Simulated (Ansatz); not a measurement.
**A barrier at the coupled-cluster level**

Start structure (SiN₂H₅SF, singlet), relaxed at PBE0-D4/def2-TZVP:

```
10
angstrom
Si 0.2630 -0.0447 -0.0164
F 1.5919 -0.6124 -0.7062
S 0.6195 -0.1755 2.0844
H 1.4609 -1.2157 1.9697
N -0.1067 1.5835 -0.2594
N -0.9672 -0.9668 -0.7382
H -0.5367 1.8981 -1.1129
H 0.3562 2.3192 0.2458
H -1.9168 -0.8840 -0.4145
H -0.7641 -1.9016 -1.0524
```

The step: SiN₂H₅SF ([NH2][Si]([NH2])([F])[SH]) → SiN₂H₄S ([NH2][Si]([NH2])[S]) + HF; bonds formed: F2–H4; bonds broken: Si1–F2, S3–H4. Computed with Ansatz 0.2.0 (basis: def2-TZVPP and def2-QZVPP); correlated methods freeze the cores. Extrapolation: Hartree–Fock as exp(−7.88 √X), correlation as X^−2.97. Energies below are by CCSD(T) at an estimated basis limit (MP2 extrapolated from triple and quadruple zeta, plus CCSD(T) − MP2 in triple zeta).

**Question.** What are the electronic barrier and the energy of the step, from the start structure to the end structure? (An estimate is asked for; the value comes from the calculation.)

**Answer.** Computed: Barrier 201.9 kJ/mol; step energy 185.1 kJ/mol (uphill); reverse barrier, their difference, 16.8 kJ/mol. Barrier and step energy count from the start structure, the reverse barrier from the end structure.

The saddle point: One imaginary mode of 342i cm⁻¹.
| pair | start (Å) | saddle (Å) | end (Å) |
| --- | --- | --- | --- |
| F2–H4 | 2.75 | 1.05 | 0.94 |
| Si1–F2 | 1.60 | 2.03 | 3.10 |
| S3–H4 | 1.34 | 1.85 | 2.19 |

Zero-point energy (harmonic, PBE0-D4): ZPE is 174.2 kJ/mol at the start and 168.5 kJ/mol at the saddle, so the barrier goes from 201.9 to 196.2 kJ/mol.

First-order rate constant out of the start structure at 698 K by transition-state theory, with harmonic vibrational free energies alone and no tunnelling: ΔA‡ = 197.3 kJ/mol, so k = (kB T/h) exp(−ΔA‡/kB T) ≈ 10^-2 s⁻¹ (an order of magnitude at best: rotation, the number of equivalent paths and anharmonicity are left out).

T1 diagnostic: at most 0.012.

Labels in which every atom is bracketed show which atoms are joined, not bond orders.

For scale, one of the runs: CCSD(T)/def2-TZVPP, 247 basis functions, launched by `ansatz run in.yaml --threads 4 --pin off --events-out ev --progress --plain --max-ram 9574MiB`. Hardware: 4 CPU threads of an Arm Neoverse V1, shared host. Wall time 2.6 min; peak host memory 5 GiB.
